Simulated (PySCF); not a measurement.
**Excited states of Be(2+) (beryllium, charge +2)**

Ground state 1s2, ¹S. Computed with PySCF 2.14 in aug-cc-pVDZ with two added diffuse shells each of s, p, d type (6s5p4d, 41 functions), with the non-relativistic Hamiltonian (point nucleus). Vertical excitation energies in eV without spin-orbit coupling; excited terms of each kind are numbered among those the solver found. Frozen: nothing.

```tsv
term	leading excitation	EOM-EE-CCSD
1 3S	1s → s	120.61
1 1S	1s → s	122.18
1 3P°	1s → p	124.15
1 1P°	1s → p	125.10
1 3D	1s → d	140.56
1 1D	1s → d	140.57
2 3S	1s → s	140.61
2 1S	1s → s	140.77
2 3P°	1s → p	140.95
2 1P°	1s → p	141.16
2 3D	1s → d	146.57
2 1D	1s → d	146.57
```

Only the lower part of the computed list is shown. Doubly excited terms such as np² are absent. The solver can miss terms. Rydberg members are limited by the diffuse functions of the basis.
